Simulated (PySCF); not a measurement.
TaOCl₂, SMILES [O]=[Ta+]([Cl])[Cl], charge +1, multiplicity 1. Geometry optimised at B3LYP-D3(BJ)/def2-SVP. The multiplicity is an assumed one; other spin states were not compared. The isomer is the one that the SMILES or the coordinates give; other isomers of the formula were not compared. The def2 effective core potentials stand for the cores of Ta; spin–orbit coupling is left out.

Computed equilibrium geometry at B3LYP-D3(BJ)/def2-SVP (PySCF confirms it by a frequency run) as Cartesian coordinates in Å, and its point group:
point group Cs.
```xyz
4

Ta     0.2136     0.2958     0.0000
O     -1.0224     1.4490     0.0000
Cl    -0.2181    -0.9760    -1.7972
Cl    -0.2181    -0.9760     1.7972
```
Charge +1, spin multiplicity 1.
